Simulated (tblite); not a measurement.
C5H4F3O2 (doublet state).
Structure used (GFN2-xTB), in Å, numbered top down from 1:
```xyz
14
C5H4F3O2 angstrom
C      2.7569   -0.3322   -0.3619
C      1.8378   -0.0300    0.7887
C      0.5998    0.2969    0.7137
C     -0.7125    0.7143    0.5635
O     -1.1369    1.8341    0.4420
O     -1.5832   -0.4250    0.5764
C     -2.8903   -0.2144    0.4522
F     -3.2365    0.3641   -0.7003
F     -3.4131    0.5282    1.4305
F     -3.5106   -1.3939    0.4913
H      3.6056    0.3477   -0.3278
H      2.2408   -0.2216   -1.3097
H      3.1279   -1.3504   -0.2651
H      2.3137   -0.1183    1.7644
```

All values are computed: GFN2-xTB (tblite) harmonic vibrations without scaling, gas phase. Against measured fundamentals such values can be off by several per cent, at times by over 20. One conformer, not necessarily the lowest. Open shells enter through the occupations alone, without spin polarisation, and single modes of such species can be off by tens of per cent.

Harmonic wavenumbers (cm⁻¹): 34.8, 55.9, 80.5, 90.4, 112.0, 141.9, 179.0, 336.5, 356.7, 389.9, 435.7, 486.0, 546.2, 596.6, 614.7, 626.8, 719.4, 813.4, 871.3, 954.6, 1007.7, 1012.6, 1068.5, 1097.0, 1108.9, 1179.4, 1217.1, 1367.9, 1452.8, 1454.1, 1684.7, 1951.7, 2931.8, 3027.8, 3034.4, 3075.2.

A = 3002, B = 653.4, C = 611.6 MHz; mass 153.016 u (most abundant isotopes); point group C1, symmetry number 1; spin multiplicity 2.

Problem. What is the zero-point energy?

Solution. Half the sum of the wavenumbers: 18057 cm⁻¹ = 51.63 kcal/mol.

Problem. What is S at 298.15 K and 1 bar for an ideal gas of classical rigid rotors and harmonic oscillators?

Solution. Translation 41.01, rotation 29.97, vibration 34.01, spin (R ln 2) 1.38: S = 106.4 cal/(mol K).

Problem. And Cp and H(298.15 K) − H(0)?

Solution. Cp = 37.78 cal/(mol K), of which vibrations give 29.84 (their classical limit is 36 R = 71.5); H(298.15 K) − H(0) = 7.32 kcal/mol without the zero-point energy, 4.95 from vibrations.

Problem. Which modes carry the vibrational entropy at 298.15 K?

Solution. 34.8 cm⁻¹: 5.54; 55.9 cm⁻¹: 4.60; 80.5 cm⁻¹: 3.88; 90.4 cm⁻¹: 3.65; 112.0 cm⁻¹: 3.23; 141.9 cm⁻¹: 2.78 cal/(mol K); the other 30 give 10.34 together.

Problem. How do the functions run with temperature in this model?

Solution. 
```json
{"T (K)": "150", "S (cal/(mol K))": "85.2", "Cp (cal/(mol K))": "25.2", "H − H(0) (kcal/mol)": "2.63", "G − H(0) (kcal/mol)": "-10.14", "ln q(vib)": "4.35"}
{"T (K)": "250", "S (cal/(mol K))": "100.1", "Cp (cal/(mol K))": "33.9", "H − H(0) (kcal/mol)": "5.59", "G − H(0) (kcal/mol)": "-19.43", "ln q(vib)": "7.40"}
{"T (K)": "400", "S (cal/(mol K))": "118.5", "Cp (cal/(mol K))": "45.1", "H − H(0) (kcal/mol)": "11.55", "G − H(0) (kcal/mol)": "-35.87", "ln q(vib)": "11.53"}
{"T (K)": "600", "S (cal/(mol K))": "138.9", "Cp (cal/(mol K))": "55.2", "H − H(0) (kcal/mol)": "21.65", "G − H(0) (kcal/mol)": "-61.68", "ln q(vib)": "16.52"}
{"T (K)": "900", "S (cal/(mol K))": "163.1", "Cp (cal/(mol K))": "64.0", "H − H(0) (kcal/mol)": "39.67", "G − H(0) (kcal/mol)": "-107.13", "ln q(vib)": "23.07"}
```

q(vib) and H(0) count from the zero-point level.

Hindered rotation and anharmonicity are outside this model. Other conformers, if any are populated, would add a mixing term that is left out. The structure is chiral; the term R ln 2 for an equal mix with its mirror image is left out.
